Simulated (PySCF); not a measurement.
Species: C5H9OP.
SMILES with atom numbers: `[CH2:1]=[CH:2][C@@H:3]1[CH2:4][CH2:5][P@H:6]1=[O:7]`

Cartesian coordinates in Å at the GFN2-xTB level; atoms count from 1:
```
atom  x, y, z in Å
C1     2.2448    0.6224   -0.7767
C2     1.5975   -0.4432   -0.3466
C3     0.3457   -0.3492    0.4482
C4    -0.8825   -1.1560   -0.0364
C5    -1.9599   -0.1347    0.3747
P6    -0.6758    1.1937    0.3894
O7    -0.6275    2.2424    1.4077
H8     3.1576    0.5588   -1.3431
H9     1.8752    1.6138   -0.5531
H10    1.9539   -1.4448   -0.5535
H11    0.5455   -0.5761    1.5036
H12   -0.8507   -1.2685   -1.1196
H13   -0.9903   -2.1405    0.4155
H14   -2.8176   -0.0518   -0.2882
H15   -2.3120   -0.3025    1.3942
H16   -0.6114    1.6453   -0.9274
```

Definitions: NICS(0) = −σiso at the ring centroid; NICS(1) = −σiso and NICS(1)zz = −σzz at ±1 Å along the ring normal z. Level: GIAO PBE0/pcSseg-1 (PySCF, non-relativistic, gas phase) on the GFN2-xTB geometry, one conformer.

Ring bond lengths (Å), with Mayer bond orders in brackets: C3–C4 1.547 (0.96), C4–C5 1.540 (1.00), C5–P6 1.848 (0.90), P6–C3 1.851 (0.86).

Question: What do the NICS probes read (ppm)?

Answer: 
```json
{"ring": "C3–C4–C5–P6", "type": "4-membered ring with P; formal bonds all single", "NICS(0)": "-5.6", "NICS(1), two faces": "-4.5 / -1.9", "NICS(1)zz, two faces": "-1.3 / 2.8", "rms pucker (Å)": "0.14", "centre to ring atoms, mean (Å)": "1.19"}
```

Question: What can be read from them?

Answer: 
- C3–C4–C5–P6: mean NICS(1)zz 0.8 ppm, near zero. C3, C4, C5, P6 have four or more neighbours; no verdict on aromaticity is drawn. The two faces differ by 4.1 ppm, so no symmetry operation interchanges them.

Question: What field does 7.05 T along the ring normal induce along that normal at the second NICS(1) probe listed for ring C3–C4–C5–P6, 1 Å off the ring?

Answer: NICSzz × B0 = 2.8 ppm × 7.05 T = 20 μT, along the applied field.

Question: What are the shieldings of the ring atoms and their hydrogens in the same run (means over atoms taken as equivalent)?

Answer: 
| atoms | environment | σ isotropic (ppm) |
| --- | --- | --- |
| C3 | sp3 carbon bound to phosphorus | 125.9 |
| C4 | four-membered-ring carbon | 169.9 |
| C5 | sp3 carbon bound to phosphorus | 150.8 |
| P6 | phosphoryl phosphorus | 315.4 |
| H11 | methine hydrogen | 28.00 |
| H12 | methylene hydrogen | 30.74 |
| H13 | methylene hydrogen | 29.68 |
| H14 | methylene hydrogen | 29.38 |
| H15 | methylene hydrogen | 29.28 |
| H16 | P–H hydrogen | 24.37 |

The run took 22 s on Arm Neoverse V1, one thread, no GPU, shared host with 32 logical CPUs at a one-minute load of 9.7, and the process peaked at 0.77 GiB of memory. This is the whole shielding run at PBE0/pcSseg-1, SCF included.
